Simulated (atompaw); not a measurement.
An all-electron radial function and its pseudo partner (Ni)

Columns: radius, all-electron u(r) and pseudo u(r) of the 4p shell (level -2.11 eV) of nickel in the configuration [Ar] 3d8 4s1 4p1; PBEsol, scalar-relativistic, PAW (atompaw) scheme, atompaw 4.2.0.5.

```json
{"r (bohr)": "0.115", "all-electron": "0.1085", "pseudo": "0.0030"}
{"r (bohr)": "0.231", "all-electron": "0.0387", "pseudo": "0.0118"}
{"r (bohr)": "0.346", "all-electron": "-0.0869", "pseudo": "0.0262"}
{"r (bohr)": "0.462", "all-electron": "-0.1668", "pseudo": "0.0459"}
{"r (bohr)": "0.577", "all-electron": "-0.1860", "pseudo": "0.0700"}
{"r (bohr)": "0.692", "all-electron": "-0.1609", "pseudo": "0.0979"}
{"r (bohr)": "0.808", "all-electron": "-0.1092", "pseudo": "0.1292"}
{"r (bohr)": "0.923", "all-electron": "-0.0454", "pseudo": "0.1624"}
{"r (bohr)": "1.038", "all-electron": "0.0223", "pseudo": "0.1970"}
{"r (bohr)": "1.154", "all-electron": "0.0894", "pseudo": "0.2323"}
{"r (bohr)": "1.269", "all-electron": "0.1521", "pseudo": "0.2671"}
{"r (bohr)": "1.385", "all-electron": "0.2100", "pseudo": "0.3012"}
{"r (bohr)": "1.500", "all-electron": "0.2616", "pseudo": "0.3333"}
{"r (bohr)": "1.615", "all-electron": "0.3073", "pseudo": "0.3632"}
{"r (bohr)": "1.731", "all-electron": "0.3478", "pseudo": "0.3908"}
{"r (bohr)": "1.846", "all-electron": "0.3826", "pseudo": "0.4154"}
{"r (bohr)": "1.962", "all-electron": "0.4127", "pseudo": "0.4373"}
{"r (bohr)": "2.077", "all-electron": "0.4380", "pseudo": "0.4560"}
{"r (bohr)": "2.192", "all-electron": "0.4592", "pseudo": "0.4719"}
{"r (bohr)": "2.308", "all-electron": "0.4767", "pseudo": "0.4852"}
{"r (bohr)": "2.423", "all-electron": "0.4906", "pseudo": "0.4959"}
{"r (bohr)": "2.538", "all-electron": "0.5014", "pseudo": "0.5044"}
{"r (bohr)": "2.654", "all-electron": "0.5095", "pseudo": "0.5109"}
{"r (bohr)": "2.769", "all-electron": "0.5149", "pseudo": "0.5154"}
{"r (bohr)": "2.885", "all-electron": "0.5181", "pseudo": "0.5182"}
{"r (bohr)": "3.000", "all-electron": "0.5192", "pseudo": "0.5192"}
```

**Question.** How many radial nodes do the two functions have?

**Answer.** The all-electron 4p function has n − l − 1 = 2; the pseudo-wave has 0, since the states of the same l below it are removed with the core.

**Question.** Is the pseudo-wave norm-conserving?

**Answer.** No, it belongs to a PAW set: the norm inside the radius is not constrained, and the difference is carried by the augmentation charge.
